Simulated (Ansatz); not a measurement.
Reaction (ligand exchange at the Si–N bond): `CBN([SiH3])[SiH3]` + `[SiH3]SS` → `[SiH3]SS[SiH3]` + `CBN[SiH3]`

Computed with Ansatz on PBE0-D4/def2-TZVP structures; ΔE is electronic, products minus reactants. CCSD(T)/CBS is the MP2 limit (def2-TZVPP, def2-QZVPP) plus CCSD(T) − MP2 in def2-TZVPP, frozen cores. DFT in def2-TZVPP. B3LYP here is the variant with VWN-RPA as its local correlation; programs differ in this. Each species was taken in one conformer, which may not be the lowest.

`CBN([SiH3])[SiH3]`:

Z-matrix (Å, degrees):
```
C
B 1 1.563
H 1 1.096 2 109.2
H 1 1.090 2 116.3 3 122.9
H 1 1.096 2 109.1 3 -114.2
N 2 1.420 1 126.9 3 -122.4
H 2 1.211 1 117.7 3 57.7
Si 6 1.748 2 127.9 1 0.8
Si 6 1.755 2 114.1 1 -179.2
H 8 1.481 6 110.9 2 4.2
H 8 1.486 6 109.9 2 -116.7
H 8 1.486 6 109.3 2 124.7
H 9 1.484 6 111.0 2 -62.9
H 9 1.483 6 110.9 2 59.0
H 9 1.489 6 107.3 2 178.0
```

`[SiH3]SS`:

```xyz
7

Si    0.989    0.074   -0.198
S    -0.899   -0.181   -1.181
S    -1.977   -0.765    0.480
H     1.408   -1.196    0.443
H     0.888    1.144    0.824
H     1.954    0.466   -1.259
H    -2.363    0.457    0.892
```

`[SiH3]SS[SiH3]`:

Cartesian coordinates in Å:
```
Si -1.350 -0.745 -1.337
S 0.702 -1.212 -0.935
S 1.344 0.752 -0.682
Si 1.201 0.779 1.456
H -1.451 0.098 -2.552
H -1.949 -0.037 -0.180
H -2.024 -2.052 -1.554
H -0.197 0.519 1.877
H 1.625 2.142 1.869
H 2.102 -0.244 2.039
```

`CBN[SiH3]`:

Z-matrix (Å, degrees):
```
C
B 1 1.567
H 1 1.096 2 109.8
H 1 1.094 2 115.7 3 -122.1
H 1 1.095 2 109.9 3 115.5
N 2 1.407 1 122.4 3 121.5
H 2 1.203 1 120.0 3 -58.4
Si 6 1.744 2 127.3 1 0.0
H 6 1.009 2 116.8 1 -179.9
H 8 1.486 6 111.6 2 -60.8
H 8 1.486 6 111.5 2 60.4
H 8 1.486 6 107.1 2 179.8
```

```json
{"level": "PBE0-D4", "ΔE (kJ/mol)": "-29.1"}
{"level": "B3LYP-D4", "ΔE (kJ/mol)": "-24.3"}
{"level": "ωB97M-V", "ΔE (kJ/mol)": "-22.6"}
{"level": "MP2/def2-TZVPP", "ΔE (kJ/mol)": "-22.2"}
{"level": "SCS-MP2/def2-TZVPP", "ΔE (kJ/mol)": "-19.2"}
{"level": "CCSD/def2-TZVPP", "ΔE (kJ/mol)": "-18.1"}
{"level": "SCS-MP2/def2-QZVPP", "ΔE (kJ/mol)": "-20.9"}
{"level": "CCSD/CBS(def2)", "ΔE (kJ/mol)": "-21.5"}
```

(1) What does CCSD(T)/CBS give? (Estimate.)

Largest T1 diagnostic among the species: 0.012.

Answers

(1) Computed: -22.9 kJ/mol. The listed levels differ from it by -6.2, -1.4, 0.3, 0.7, 3.7, 4.8, 2.0, 1.4 kJ/mol.
